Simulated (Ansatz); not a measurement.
`[F][Ti]([Cl])([Cl])[Cl]` and `[F][Zr]([Cl])([Cl])[Cl]` differ in one element.

Ansatz, PBE0-D4/def2-TZVP geometries, multiplicity 1. 

Elements past krypton have def2 core potentials. Scalar relativity is left out up to krypton.

```
                               property  `[F][Ti]([Cl])([Cl])[Cl]`
    HOMO energy (B3LYP/def2-TZVPP) / eV                      -9.37
     LUMO energy (PBE0/def2-TZVPP) / eV                      -3.67
  HOMO energy (ωB97M-V/def2-TZVPP) / eV                     -11.81
   HOMO–LUMO gap (PBE0/def2-TZVPP) / eV                       5.99
HOMO–LUMO gap (ωB97M-V/def2-TZVPP) / eV                      10.30
     HOMO energy (PBE0/def2-TZVPP) / eV                      -9.66
```

(1) Give the same properties after the change, and the shifts. (An estimate is asked.)

Answers

(1) Ansatz gave: 
```csv
property,`[F][Zr]([Cl])([Cl])[Cl]`,shift
HOMO energy (B3LYP/def2-TZVPP) / eV,-9.41,-0.04
LUMO energy (PBE0/def2-TZVPP) / eV,-2.43,1.24
HOMO energy (ωB97M-V/def2-TZVPP) / eV,-11.89,-0.08
HOMO–LUMO gap (PBE0/def2-TZVPP) / eV,7.27,1.28
HOMO–LUMO gap (ωB97M-V/def2-TZVPP) / eV,11.59,1.29
HOMO energy (PBE0/def2-TZVPP) / eV,-9.70,-0.04
```

B3LYP here is the variant with VWN-RPA as its local correlation; programs differ in this.
